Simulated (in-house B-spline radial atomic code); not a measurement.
Inner levels of hafnium as electrons are removed. A shift is the extra binding of the orbital against the neutral atom ([Xe] 4f14 5d2 6s2). Computed with a B-spline radial code for spherical atoms: non-relativistic Hartree-Fock, average of the configuration, point nuclei.

This level leaves out relativity, spin-orbit splitting included, which matters for heavy ions.

| ion | configuration | shift of 1s (eV) | radius of 1s (bohr) | Σ<r²> (bohr²) | change of density at nucleus (bohr⁻³) |
| --- | --- | --- | --- | --- | --- |
| Hf57+ | [Ne] 3s2 3p3 | 4334.53 | 0.021035 | 0.28939 | 566.86 |
| Hf58+ | [Ne] 3s2 3p2 | 4514.15 | 0.021032 | 0.24346 | 715.17 |
| Hf59+ | [Ne] 3s2 3p1 | 4695.51 | 0.02103 | 0.19839 | 865.43 |
| Hf60+ | [Ne] 3s2 | 4878.63 | 0.021027 | 0.15416 | 1017.69 |
| Hf61+ | [Ne] 3s1 | ? | ? | ? | ? |
| Hf62+ | [He] 2s2 2p6 | ? | ? | ? | ? |
| Hf63+ | [He] 2s2 2p5 | 5642.42 | 0.021013 | 0.051351 | -5560.21 |
| Hf64+ | [He] 2s2 2p4 | 6069.26 | 0.021001 | 0.044371 | -5153.38 |
| Hf65+ | [He] 2s2 2p3 | 6500.21 | 0.020989 | 0.037558 | -4741.39 |
| Hf66+ | [He] 2s2 2p2 | 6935.24 | 0.020976 | 0.030909 | -4324.21 |
| Hf67+ | [He] 2s2 2p1 | ? | ? | ? | ? |
| Hf68+ | [He] 2s2 | 7817.57 | 0.02095 | 0.018082 | -3474.31 |
| Hf69+ | [He] 2s1 | 8198.05 | 0.020949 | 0.0095592 | -17333.5 |
| Hf70+ | 1s2 | 8581.09 | 0.020942 | 0.0011703 | -31438.1 |
| Hf71+ | 1s1 | 9801.08 | 0.020833 | 0.0005787 | -148051 |

Question: Fill in the row of Hf61+.

Answer: shift of 1s (eV): 5048.47; radius of 1s (bohr): 0.021026; Σ<r²> (bohr²): 0.10596; change of density at nucleus (bohr⁻³): -2438.3.

Question: Fill in the row of Hf62+.

Answer: shift of 1s (eV): 5219.7; radius of 1s (bohr): 0.021025; Σ<r²> (bohr²): 0.058505; change of density at nucleus (bohr⁻³): -5961.88.

Question: Fill in the row of Hf67+.

Answer: shift of 1s (eV): 7374.37; radius of 1s (bohr): 0.020963; Σ<r²> (bohr²): 0.024419; change of density at nucleus (bohr⁻³): -3901.86.
